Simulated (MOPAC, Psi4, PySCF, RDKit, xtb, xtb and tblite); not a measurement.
Two geometries of C₁₂H₁₀O, SMILES Oc1cccc(-c2ccccc2)c1, relaxed at GFN2-xTB with one dihedral held; other torsions can differ between them too.

Structure A

```
23

O      3.6541     1.3639     1.0154
C      2.7530     0.5101     0.4554
C      1.3833     0.6636     0.6315
C      0.5123    -0.2357     0.0418
C      0.9938    -1.2857    -0.7155
C      2.3661    -1.4477    -0.8999
C      2.8870    -2.5611    -1.7082
C      2.3403    -3.8370    -1.5945
C      2.8312    -4.8834    -2.3531
C      3.8716    -4.6711    -3.2420
C      4.4206    -3.4057    -3.3653
C      3.9351    -2.3596    -2.6029
C      3.2389    -0.5417    -0.3111
H      3.1900     2.0433     1.5191
H      1.0038     1.4836     1.2274
H     -0.5522    -0.1111     0.1766
H      0.3060    -1.9724    -1.1851
H      1.5394    -4.0117    -0.8908
H      2.4019    -5.8695    -2.2495
H      4.2530    -5.4885    -3.8362
H      5.2300    -3.2336    -4.0600
H      4.3565    -1.3711    -2.7133
H      4.3066    -0.6496    -0.4193
```

Structure B

```
23

O      3.6656     1.3409     1.1015
C      2.8017     0.5526     0.3845
C      2.9464     0.4870    -0.9962
C      2.0897    -0.3085    -1.7344
C      1.0729    -1.0114    -1.1150
C      0.9037    -0.9341     0.2652
C     -0.1790    -1.6732     0.9329
C     -1.4560    -1.7163     0.3785
C     -2.4733    -2.4093     1.0080
C     -2.2303    -3.0754     2.1975
C     -0.9634    -3.0421     2.7557
C      0.0535    -2.3444     2.1309
C      1.7734    -0.1416     1.0070
H      3.1806     1.8607     1.7508
H      3.7426     1.0428    -1.4653
H      2.2093    -0.3690    -2.8061
H      0.4140    -1.6366    -1.6986
H     -1.6541    -1.1856    -0.5414
H     -3.4607    -2.4289     0.5698
H     -3.0248    -3.6188     2.6872
H     -0.7669    -3.5640     3.6811
H      1.0444    -2.3359     2.5615
H      1.6399    -0.0503     2.0766
```

**Question.** Which is lower in energy at the level B3LYP-D3(BJ)/def2-SVP // GFN2-xTB (Psi4), and by how much?

**Answer.** A is lower, by 2.27 kcal/mol (dihedral H14–O1–C2–C3: 0° in A, 135° in B).

E(B) − E(A) in kcal/mol at the other levels, on the same two geometries: GFN2-xTB (xtb and tblite) 2.82; MMFF94 // GFN2-xTB (RDKit) 1.80; B3LYP/def2-SVP // GFN2-xTB (Psi4) 2.28; PBE/def2-SVP // GFN2-xTB (Psi4) 2.65; PBE-D3(BJ)/def2-SVP // GFN2-xTB (Psi4) 2.64; UFF // GFN2-xTB (RDKit) 3.03; PM6, restricted, heats of formation // GFN2-xTB (MOPAC) 1.70; PM7, restricted, heats of formation // GFN2-xTB (MOPAC) 1.44; GFN1-xTB // GFN2-xTB (xtb) 2.18; restricted B3LYP/6-31G*, spherical d, density fitting // GFN2-xTB (PySCF) 2.13; restricted Hartree-Fock/LANL2DZ, density fitting // GFN2-xTB (PySCF) 1.03.
